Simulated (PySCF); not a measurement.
K: electron affinity

K- [Ar] 4s2 (1S) → K [Ar] 4s1 (2S), as a difference of total energies. All numbers are calculated (PySCF 2.14, scalar relativity by spin-free X2C-1e, in aug-cc-pVQZ-X2C). Correlated levels: valence: [Ar] frozen. The calculations carry no spin-orbit coupling.

```
           method  electron affinity (eV)
              UHF                  -0.082
              LDA                   0.577
              PBE                   0.515
             PBE0                   0.479
           r2SCAN                   0.401
             BLYP                   0.435
        CAM-B3LYP                   0.455
            wB97X                   0.602
             PW91                   0.535
    MP2 (valence)                   0.307
SCS-MP2 (valence)                   0.384
```

Errors of the correlated levels include the incompleteness of this basis and the frozen core.

A negative affinity means that the anion lies above the atom at that level of theory.

In the anion the highest occupied orbital energy is positive at LDA, PBE, PBE0, r2SCAN, BLYP, PW91, a self-interaction effect; the basis confines that electron, and the energy difference can still be sensible.

For comparison: 0.501 eV (measured; photodetachment measurements, as compiled on the Wikipedia data page of electron affinities).
